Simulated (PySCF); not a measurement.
ethynylcyclopropane (C5H6), SMILES C#CC1CC1. Heavy atoms are numbered as in [CH:1]#[C:2][CH:3]1[CH2:4][CH2:5]1. Hydrogens are named by the atom that carries them.

Geometry: B3LYP-D3(BJ)/def2-SVP.

The numbers are results of HF/pcSseg-1 in PySCF, not measurements.

GIAO shieldings, no solvent; atoms alike by connectivity are averaged. δ = σ(ref) − σ: ¹³C against TMS (σ = 192.6 ppm); ¹H against TMS (σ = 31.99 ppm), references at their B3LYP-D3(BJ)/def2-TZVP geometries, non-relativistic.

Computed chemical shifts:
```csv
nucleus,atoms,count,δ (ppm)
¹³C,C2,1,91.7
¹³C,C1 (CH),1,74.0
¹³C,C4 (CH2),2,9.1
¹³C,C3 (CH),1,-3.4
¹H,H on C1,1,2.40
¹H,H on C3,1,1.14
¹H,H on C4,4,0.96
```
